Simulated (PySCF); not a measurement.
Two species compared at the same levels of theory.

First species: C8H15P.
SMILES: `C#CCP(=C)(CC)CC`

Second species: C8H15P.
InChI=1S/C8H15P/c1-4-9(7(2)3)8-5-6-8/h4,7-8H,1,5-6H2,2-3H3

Levels: PBE0/pcSseg-1 for dipole moment, HOMO energy, LUMO energy and HOMO–LUMO gap; GFN2-xTB for rotational constant A and rotational constant C. Geometries: GFN2-xTB. All species are isolated and taken at one optimised geometry, non-relativistic unless stated; the electronic structure was computed with PySCF and density fitting.

The conformers computed, where there is a choice (atom-mapped SMILES and torsion angles):
- `[CH:1]#[C:2][CH2:3][P:4](=[CH2:5])([CH2:6][CH3:7])[CH2:8][CH3:9]`: C2–C3–P4–C5 -148°, C3–P4–C6–C7 -69°, C3–P4–C8–C9 -59°
- `[CH2:1]=[CH:2][P:3]([CH:4]([CH3:5])[CH3:6])[CH:7]1[CH2:8][CH2:9]1`: C1–C2–P3–C4 127°, C2–P3–C4–C5 166°, C2–P3–C7–C8 87°

Values for the first species:

- Dipole moment: 3.08 D
- HOMO energy: -5.17 eV
- LUMO energy: 0.70 eV
- HOMO–LUMO gap: 5.87 eV
- Rotational constant A: 1.418 GHz
- Rotational constant C: 0.962 GHz

**Question.** Estimate the same properties for the second species, and the change in each.

**Answer.** 
```
             property      first     second  second less first
        dipole moment     3.08 D     1.18 D            -1.90 D
          HOMO energy   -5.17 eV   -6.74 eV           -1.57 eV
          LUMO energy    0.70 eV   -0.09 eV           -0.79 eV
        HOMO–LUMO gap    5.87 eV    6.65 eV           +0.78 eV
rotational constant A  1.418 GHz  1.570 GHz         +0.152 GHz
rotational constant C  0.962 GHz  0.742 GHz         -0.220 GHz
```

On the first: In atomic units the dipole is 1.21 e·bohr (1 au = 2.5417 D). A dipole of 3.08 D is allowed in C1, and pure rotational transitions are dipole-allowed.

On the second: A dipole of 1.18 D is allowed in C1, and pure rotational transitions are dipole-allowed. In atomic units the dipole is 0.46 e·bohr (1 au = 2.5417 D).
